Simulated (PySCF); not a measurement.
Compound: C2H5F3P2Si.
Numbering: `[F:1][C:2]([F:3])([F:4])/[P:5]=[P:6]/[CH2:7][SiH3:8]`

A calculation gives these core lines: C 1s: 290.70 (area 1), 297.52 (area 1) eV; F 1s: 693.62 eV; Si 1s: 1846.85 eV; Si 2p3/2: 107.09 eV; P 1s: 2149.96 (area 1), 2150.32 (area 1) eV; P 2p3/2: 136.49 (area 1), 136.75 (area 1) eV.

The calculation used delta-SCF UKS SCAN, pcX-2 on the ionised atom, pcseg-1 elsewhere, spin-free X2C in PySCF 2.14.0. One conformer (not necessarily the lowest) at the PBE0-D3(BJ)/def2-SVP geometry, without solvent, vibrations or thermal averaging.

**Question.** Which carbon gives which C 1s line?

**Answer.** 290.70 eV: C7 (sp3 carbon bound to silicon); 297.52 eV: C2 (CF3 carbon). The listed C 1s values span 6.82 eV, from C7 (bonded to 2 H, P and Si) to C2 (bonded to 3 F and P).

**Question.** Which phosphorus gives which P 1s line?

**Answer.** 2149.96 eV: P5 (phosphorus bonded to C and P); 2150.32 eV: P6 (phosphorus bonded to C and P). Lowest listed P 1s: P5, bonded to C and P (double bond). Highest, 0.36 eV above it: P6, bonded to C and P (double bond).

**Question.** Order the phosphorus atoms by P 2p3/2 binding energy.

**Answer.** 136.49 eV: P5 (phosphorus bonded to C and P); 136.75 eV: P6 (phosphorus bonded to C and P). The listed P 2p3/2 values span 0.26 eV, from P5 (bonded to C and P (double bond)) to P6 (bonded to C and P (double bond)). Summing the Pauling electronegativity differences to the bonded atoms, each weighted by its formal bond order, gives +0.36 for the lowest site and +0.36 for the highest; the sum is the same at every site.

Bonded neighbours of each site: F1/F3/F4: C; C2: 3 F and P; P5: C and P (double bond); P6: C and P (double bond); C7: 2 H, P and Si; Si8: C and 3 H.

**Question.** Give the binding energy of C 1s of C7 in hartree and in kJ/mol.

**Answer.** 290.70 eV = 10.6830 Eh = 28048 kJ/mol.

Topologically equivalent atoms share the value of their first member; where this conformer doesn't relate them by symmetry, their own values could differ. 2p3/2 and 2p1/2 are the ΔSCF energy of one spin-free 2p hole plus the eigenvalues of a spin–orbit and ligand-field matrix of the shell. 2p1/2 minus 2p3/2 (ligand field included): P 0.89 eV, Si 0.62 eV.

Hardware: Intel Xeon Platinum 8488C, one thread, shared host with 96 logical CPUs at a one-minute load of 84. Cost: 97 s of wall time, 0.62 GiB resident at most.

The values belong to the conformer `[F:1][C:2]([F:3])([F:4])/[P:5]=[P:6]/[CH2:7][SiH3:8]`: F1–C2–P5–P6 130°, P5–P6–C7–Si8 -91°.
